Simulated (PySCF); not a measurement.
Breaking a bond: CH (cation, charge +1), singlet.

Methods: UKS-wB97X-V = PySCF with unrestricted wB97X-V/cc-pVDZ; CASSCF(4,5)/cc-pVDZ (PySCF); UCCSD = CCSD on UHF/cc-pVDZ, 1 core orbital frozen run with PySCF 2.14.0; RKS-r2SCAN = restricted r2SCAN/cc-pVDZ (PySCF).

Energies are in kJ/mol, each relative to the lowest point of its own curve near equilibrium.

```json
[
 {"R / Å": "0.85", "UKS-wB97X-V": "226.1", "CASSCF(4,5)": "226.6", "UCCSD": "225.5", "RKS-r2SCAN": "227.5"},
 {"R / Å": "0.91", "UKS-wB97X-V": "126.2", "CASSCF(4,5)": "126.2", "UCCSD": "125.0", "RKS-r2SCAN": "127.3"},
 {"R / Å": "0.96", "UKS-wB97X-V": "70.7", "CASSCF(4,5)": "70.6", "UCCSD": "69.5", "RKS-r2SCAN": "71.7"},
 {"R / Å": "1.02", "UKS-wB97X-V": "28.9", "CASSCF(4,5)": "28.8", "UCCSD": "27.9", "RKS-r2SCAN": "29.7"},
 {"R / Å": "1.08", "UKS-wB97X-V": "7.2", "CASSCF(4,5)": "7.2", "UCCSD": "6.7", "RKS-r2SCAN": "7.7"},
 {"R / Å": "1.10", "UKS-wB97X-V": "3.4", "CASSCF(4,5)": "3.4", "UCCSD": "3.1", "RKS-r2SCAN": "3.8"},
 {"R / Å": "1.14", "UKS-wB97X-V": "0.0", "CASSCF(4,5)": "0.0", "UCCSD": "0.0", "RKS-r2SCAN": "0.0"},
 {"R / Å": "1.17", "UKS-wB97X-V": "0.5", "CASSCF(4,5)": "0.5", "UCCSD": "?", "RKS-r2SCAN": "?"},
 {"R / Å": "1.22", "UKS-wB97X-V": "6.0", "CASSCF(4,5)": "5.9", "UCCSD": "6.7", "RKS-r2SCAN": "?"},
 {"R / Å": "1.25", "UKS-wB97X-V": "11.6", "CASSCF(4,5)": "11.3", "UCCSD": "12.5", "RKS-r2SCAN": "10.2"},
 {"R / Å": "1.32", "UKS-wB97X-V": "29.6", "CASSCF(4,5)": "28.5", "UCCSD": "30.6", "RKS-r2SCAN": "26.9"},
 {"R / Å": "1.41", "UKS-wB97X-V": "59.4", "CASSCF(4,5)": "56.7", "UCCSD": "60.1", "RKS-r2SCAN": "54.8"},
 {"R / Å": "1.55", "UKS-wB97X-V": "113.2", "CASSCF(4,5)": "106.0", "UCCSD": "111.5", "RKS-r2SCAN": "104.8"},
 {"R / Å": "1.69", "UKS-wB97X-V": "168.9", "CASSCF(4,5)": "154.9", "UCCSD": "163.1", "RKS-r2SCAN": "156.6"},
 {"R / Å": "1.89", "UKS-wB97X-V": "243.9", "CASSCF(4,5)": "216.9", "UCCSD": "—", "RKS-r2SCAN": "226.4"},
 {"R / Å": "2.06", "UKS-wB97X-V": "291.1", "CASSCF(4,5)": "259.5", "UCCSD": "—", "RKS-r2SCAN": "278.7"},
 {"R / Å": "2.28", "UKS-wB97X-V": "323.5", "CASSCF(4,5)": "300.4", "UCCSD": "—", "RKS-r2SCAN": "335.1"},
 {"R / Å": "2.51", "UKS-wB97X-V": "342.2", "CASSCF(4,5)": "328.5", "UCCSD": "—", "RKS-r2SCAN": "381.2"},
 {"R / Å": "2.81", "UKS-wB97X-V": "360.4", "CASSCF(4,5)": "349.2", "UCCSD": "—", "RKS-r2SCAN": "?"},
 {"R / Å": "3.10", "UKS-wB97X-V": "373.2", "CASSCF(4,5)": "358.8", "UCCSD": "—", "RKS-r2SCAN": "452.1"},
 {"R / Å": "3.42", "UKS-wB97X-V": "383.1", "CASSCF(4,5)": "363.5", "UCCSD": "—", "RKS-r2SCAN": "?"},
 {"R / Å": "3.95", "UKS-wB97X-V": "392.7", "CASSCF(4,5)": "366.1", "UCCSD": "—", "RKS-r2SCAN": "?"},
 {"R / Å": "4.55", "UKS-wB97X-V": "397.5", "CASSCF(4,5)": "366.7", "UCCSD": "—", "RKS-r2SCAN": "487.4"}
]
```

### Question
Fill in the missing entries.

### Answer

- 1.17, UCCSD: 0.8
- 1.17, RKS-r2SCAN: 0.2
- 1.22, RKS-r2SCAN: 5.1
- 2.81, RKS-r2SCAN: 424.4
- 3.42, RKS-r2SCAN: 471.1
- 3.95, RKS-r2SCAN: 485.3

Dashes: no converged value, or the column stops at the first point that the program doubted or that broke a chosen test of continuity, which isn't proof of a fault.

The unrestricted determinant behind UKS-wB97X-V is spin-contaminated at 0.85 to 4.55 Å (<S²> up to 1.0, against 0.00 for a pure singlet). The unrestricted determinant behind UCCSD is spin-contaminated at 0.85 to 4.55 Å (<S²> up to 1.1, against 0.00 for a pure singlet). At the longest distance RKS-r2SCAN leaves fractional charges on the fragments, a sign of delocalisation error or of the restricted form. The restricted form behind RKS-r2SCAN keeps the bonding electrons paired and can't separate into open-shell fragments.
